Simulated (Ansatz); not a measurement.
Compare A (`CO[Si](O)(O)O[SiH3]`) with its isomer B (`C[SiH](O)O[SiH](O)O`).

Computed with Ansatz on PBE0-D4/def2-TZVP structures; ΔE is electronic, products minus reactants. CCSD(T)/CBS adds triple-zeta CCSD(T) − MP2 to the extrapolated MP2 energy (def2 sets, frozen cores). DFT in def2-TZVPP. B3LYP here is the variant with VWN-RPA as its local correlation; programs differ in this. One conformer a species, not always the lowest.

(1) Which isomer does CCSD(T)/CBS put lower? Give the gap. (Estimate.)

(2) Give E(B) − E(A) in kcal/mol with HF/def2-TZVPP, PBE0-D4, B3LYP-D4, ωB97M-V, CCSD/def2-TZVPP, PBE-D4, B3LYP. (Best estimate.)

Largest T1 diagnostic: 0.011.

## Answers

(1) Computed: B, by 25.8 kcal/mol.

(2) Ansatz gave: HF/def2-TZVPP -19.8, PBE0-D4 -25.4, B3LYP-D4 -23.8, ωB97M-V -25.7, CCSD/def2-TZVPP -24.2, PBE-D4 -25.8, B3LYP -23.8. None reverses the order clearly.

In def2-TZVPP, CCSD(T) changes the Hartree–Fock value by −4.9 kcal/mol (the triples alone add −0.6 kcal/mol) and MP2 by −7.0 kcal/mol.
